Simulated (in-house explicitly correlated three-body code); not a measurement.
Computed with an exponentially correlated three-body code. Model: two electrons around a point charge, non-relativistic, variational in 260 exponentially correlated functions (energies converged to about 1e-7 hartree, or 1e-8 relative for large Z).

Command:
```bash
python run_hyl.py task.json out
```
Settings (lengths in bohr, energies in hartree):
```
Z                      4
nuclear_mass           16424.21
interaction_strength   1
functions              260
states_tried           13
```

Time taken, with all properties: 44 s on 1 thread of Intel(R) Xeon(R) Platinum 8259CL CPU @ 2.50GHz (Skylake/Cascade Lake), with other jobs on the host.

**Those bound S and P states to n = 4 that converged, binding against the one-electron ion.**

Given: nuclear charge 4; mass of the centre 16424 electron masses.

Computed: one-electron threshold -7.99951294 hartree.

```csv
term,energy (hartree),binding (eV)
1 1S,-13.6547093,153.89
2 3S,-9.29659885,35.296
2 1S,-9.18431263,32.24
2 3P,-9.17445755,31.972
2 1P,?,?
3 3S,-8.54645123,14.883
3 1S,-8.51679341,14.076
3 3P,-8.51409661,14.003
3 1P,?,?
4 3S,-8.29994998,8.1753
4 1S,-8.28798973,7.8499
4 3P,-8.28686332,7.8192
4 1P,-8.2790817,7.6075
```

Problem. What belongs in the row 2 1P?

Solution. energy (hartree): -9.11017911; binding (eV): 30.223.

Problem. What belongs in the row 3 1P?

Solution. energy (hartree): -8.49544183; binding (eV): 13.495.

**Converged states only, values per electron or pair.**

```json
{"term": "1 1S", "mean r (bohr)": "0.41431", "mean r squared (bohr²)": "0.2321", "mean inverse r (1/bohr)": "3.6875", "mean r12 (bohr)": "0.61879", "mean inverse r12 (1/bohr)": "2.1908", "mean cosine": "-0.032918", "mean p1 dot p2 (bohr⁻²)": "0.42017", "delta r1 (bohr⁻³)": "17.195", "delta r12 (bohr⁻³)": "1.5228"}
{"term": "2 3S", "mean r (bohr)": "1.0637", "mean r squared (bohr²)": "1.882", "mean inverse r (1/bohr)": "2.4057", "mean r12 (bohr)": "1.8106", "mean inverse r12 (1/bohr)": "0.65214", "mean cosine": "-0.010143", "mean p1 dot p2 (bohr⁻²)": "0.028072", "delta r1 (bohr⁻³)": "10.961", "delta r12 (bohr⁻³)": "-"}
{"term": "2 1S", "mean r (bohr)": "1.1398", "mean r squared (bohr²)": "2.208", "mean inverse r (1/bohr)": "2.3842", "mean r12 (bohr)": "1.9482", "mean inverse r12 (1/bohr)": "0.70533", "mean cosine": "-0.013103", "mean p1 dot p2 (bohr⁻²)": "0.03384", "delta r1 (bohr⁻³)": "10.859", "delta r12 (bohr⁻³)": "0.21394"}
{"term": "2 3P", "mean r (bohr)": "0.97793", "mean r squared (bohr²)": "1.5997", "mean inverse r (1/bohr)": "2.3863", "mean r12 (bohr)": "1.6572", "mean inverse r12 (1/bohr)": "0.74141", "mean cosine": "-0.062101", "mean p1 dot p2 (bohr⁻²)": "-0.70628", "delta r1 (bohr⁻³)": "10.046", "delta r12 (bohr⁻³)": "-"}
{"term": "2 1P", "mean r (bohr)": "1.0339", "mean r squared (bohr²)": "1.8109", "mean inverse r (1/bohr)": "2.3708", "mean r12 (bohr)": "1.7287", "mean inverse r12 (1/bohr)": "0.7458", "mean cosine": "0.022861", "mean p1 dot p2 (bohr⁻²)": "0.62126", "delta r1 (bohr⁻³)": "10.209", "delta r12 (bohr⁻³)": "0.041261"}
{"term": "3 3S", "mean r (bohr)": "2.2499", "mean r squared (bohr²)": "9.7509", "mean inverse r (1/bohr)": "2.1751", "mean r12 (bohr)": "4.1486", "mean inverse r12 (1/bohr)": "0.30817", "mean cosine": "-0.0031534", "mean p1 dot p2 (bohr⁻²)": "0.007912", "delta r1 (bohr⁻³)": "10.399", "delta r12 (bohr⁻³)": "-"}
{"term": "3 1S", "mean r (bohr)": "2.3632", "mean r squared (bohr²)": "10.849", "mean inverse r (1/bohr)": "2.1694", "mean r12 (bohr)": "4.3715", "mean inverse r12 (1/bohr)": "0.32183", "mean cosine": "-0.0041428", "mean p1 dot p2 (bohr⁻²)": "0.010114", "delta r1 (bohr⁻³)": "10.378", "delta r12 (bohr⁻³)": "0.062808"}
{"term": "3 3P", "mean r (bohr)": "?", "mean r squared (bohr²)": "?", "mean inverse r (1/bohr)": "?", "mean r12 (bohr)": "?", "mean inverse r12 (1/bohr)": "?", "mean cosine": "?", "mean p1 dot p2 (bohr⁻²)": "?", "delta r1 (bohr⁻³)": "?", "delta r12 (bohr⁻³)": "-"}
{"term": "3 1P", "mean r (bohr)": "?", "mean r squared (bohr²)": "?", "mean inverse r (1/bohr)": "?", "mean r12 (bohr)": "?", "mean inverse r12 (1/bohr)": "?", "mean cosine": "?", "mean p1 dot p2 (bohr⁻²)": "?", "delta r1 (bohr⁻³)": "?", "delta r12 (bohr⁻³)": "?"}
{"term": "4 3S", "mean r (bohr)": "3.936", "mean r squared (bohr²)": "31.703", "mean inverse r (1/bohr)": "2.0972", "mean r12 (bohr)": "7.51", "mean inverse r12 (1/bohr)": "0.17752", "mean cosine": "-0.0013318", "mean p1 dot p2 (bohr⁻²)": "0.0032416", "delta r1 (bohr⁻³)": "10.272", "delta r12 (bohr⁻³)": "-"}
{"term": "4 1S", "mean r (bohr)": "4.0876", "mean r squared (bohr²)": "34.325", "mean inverse r (1/bohr)": "2.0949", "mean r12 (bohr)": "7.8118", "mean inverse r12 (1/bohr)": "0.18289", "mean cosine": "-0.0017734", "mean p1 dot p2 (bohr⁻²)": "0.0042581", "delta r1 (bohr⁻³)": "10.265", "delta r12 (bohr⁻³)": "0.026256"}
{"term": "4 3P", "mean r (bohr)": "3.9361", "mean r squared (bohr²)": "31.983", "mean inverse r (1/bohr)": "2.095", "mean r12 (bohr)": "7.5119", "mean inverse r12 (1/bohr)": "0.18608", "mean cosine": "-0.0064495", "mean p1 dot p2 (bohr⁻²)": "-0.068924", "delta r1 (bohr⁻³)": "10.17", "delta r12 (bohr⁻³)": "-"}
{"term": "4 1P", "mean r (bohr)": "4.0442", "mean r squared (bohr²)": "33.835", "mean inverse r (1/bohr)": "2.0932", "mean r12 (bohr)": "7.724", "mean inverse r12 (1/bohr)": "0.18746", "mean cosine": "0.0024426", "mean p1 dot p2 (bohr⁻²)": "0.071578", "delta r1 (bohr⁻³)": "10.186", "delta r12 (bohr⁻³)": "0.0060626"}
```

Problem. What belongs in the row 3 3P?

Solution. mean r (bohr): 2.2072; mean r squared (bohr²): 9.5019; mean inverse r (1/bohr): 2.1698; mean r12 (bohr): 4.0676; mean inverse r12 (1/bohr): 0.33012; mean cosine: -0.016056; mean p1 dot p2 (bohr⁻²): -0.17443; delta r1 (bohr⁻³): 10.148.

Problem. What belongs in the row 3 1P?

Solution. mean r (bohr): 2.2886; mean r squared (bohr²): 10.265; mean inverse r (1/bohr): 2.1655; mean r12 (bohr): 4.2204; mean inverse r12 (1/bohr): 0.33296; mean cosine: 0.006051; mean p1 dot p2 (bohr⁻²): 0.17357; delta r1 (bohr⁻³): 10.189; delta r12 (bohr⁻³): 0.013831.
